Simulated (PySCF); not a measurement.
**State search for HfN**

Unrestricted PBE0; PySCF, scalar-relativistic core potentials, basis sets Hf cc-pVDZ-PP with ECP60, N cc-pVDZ. Outer shells of the fragments: Hf 5d2 6s2; N 2s2 2p3.

Followed along the bond (rough minima from three points):

```
2Ms+1       unpaired  ⟨S²⟩ at the start  R at minimum (Å)  Te (eV)
    2            σ ↑               0.93              1.70     0.00
    2            π ↑               1.12              1.84     1.05
    4      σ ↑↑, δ ↑               3.77              1.78     1.69
    4  σ ↑, π ↑, δ ↑               3.76              1.86     1.75
    4  σ ↑, π ↑, δ ↑               3.76              1.86     1.76
    2  σ ↑, π ↑, δ ↓               1.80              1.87     2.42
```

Solutions found at the starting distance of 2.055 Å, counted from the lowest of them; the search is not exhaustive and high or unbound solutions are not listed, so other states can lie among these:

```
2Ms+1       unpaired   term  E (eV)  ⟨S²⟩  ⟨Lz²⟩  μ (D)
    2            π ↑  mixed    0.00  1.12   1.71  -4.62
    2            σ ↑    ²Σ⁺    0.08  0.93   0.00  -4.57
    4  σ ↑, π ↑, δ ↑  mixed    0.56  3.76   5.02  -5.49
    4  σ ↑, π ↑, δ ↑  mixed    0.56  3.76   5.02  -5.47
    4      σ ↑↑, δ ↑     ⁴Δ    1.11  3.77   4.00  -5.50
    2  σ ↑, π ↑, δ ↓  mixed    1.15  1.80   5.05  -4.70
    2  σ ↑, π ↑, δ ↓  mixed    1.16  1.79   5.04  -4.72
    2  σ ↓, π ↑, δ ↑  mixed    1.20  1.76   5.04  -5.12
    4      π ↑↑, δ ↑     ⁴Δ    1.37  3.79   4.00  -1.76
    2      π ↑↑, δ ↓  mixed    1.43  1.79   4.00  -1.84
    4      σ ↑, π ↑↑  mixed    1.46  3.76   2.04  -3.93
    4      σ ↑, π ↑↑  mixed    1.73  3.75   2.12  -4.00
    2      σ ↑, π ↑↓  mixed    2.01  1.84   2.59  -3.59
```

A term symbol is given only where ⟨S²⟩ and ⟨Lz²⟩ are close to those of a pure state; real π, δ and φ orbitals otherwise mix terms. A positive dipole means Hf(−)N(+).

Q: Compare the gap between the two lowest followed solutions at the starting distance with the gap between their minima.

A: At PBE0 the second solution (Ms = 0.5 of mixed spin, unpaired electrons π ↑) lies -0.08 eV from the first (doublet, unpaired electrons σ ↑) at 2.055 Å and +1.05 eV at the minima; the two curves relax by different amounts, since their minima lie near 1.84 and 1.70 Å.

Spin–orbit coupling is left out. The state is the lowest single determinant that the PBE0 search found; with open d or f shells the true ground state can be another one.
